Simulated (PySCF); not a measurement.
BrHSSi, SMILES S[Si]Br (connectivity only; charge and spin as stated), neutral, multiplicity 1.

Coordinates come from a B3LYP-D3(BJ)/def2-TZVP optimisation. The values are those of a single conformer.

Vertical ionisation energy (IE) and electron affinity (EA) in eV. Rows of orbital energies are one-electron estimates. Where ΔSCF, EOM or ADC give a negative EA the extra electron is unbound and the value depends on the basis.

| level | IE | EA |
|---|---|---|
| −ε(HOMO), −ε(LUMO), B3LYP/def2-TZVPD (PySCF) | 7.09 | 2.85 |
| ADC(2)/aug-cc-pVDZ (PySCF) | 9.00 | 1.01 |

Q: Beyond the first one, list the lowest photoelectron lines from ADC(2)/aug-cc-pVDZ run with PySCF 2.14.0 with their pole strengths (two spins summed). (The exact figures need the calculation; the answer reports its results.)

A: 9.95 eV (1.78), 10.61 eV (1.79), 11.11 eV (1.78), 12.06 eV (1.77), 13.66 eV (1.74).
